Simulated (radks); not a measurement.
Problem. Species: the calcium ion Ca+. Configuration: [Ar] 4s1. Method: scalar-relativistic Kohn-Sham, BLYP, spin-unpolarised, spherical densities, finite nucleus; Fermi nuclear charge, rms radius 3.4776 fm; computed with a radial shooting solver on a logarithmic mesh with Libxc functionals. Some entries of the table are withheld. Estimate them.

orbital,occ.,eigenvalue (Ry),<r> (bohr)
1s,2,(1),0.07684
2s,2,-30.96358,0.3645
2p,6,-25.12611,(2)
3s,2,-3.94865,1.155
3p,6,-2.54837,1.268
4s,1,-0.66038,3.574

Solution. 
(1) 1s eigenvalue (Ry): -290.9228
(2) 2p <r> (bohr): 0.3278
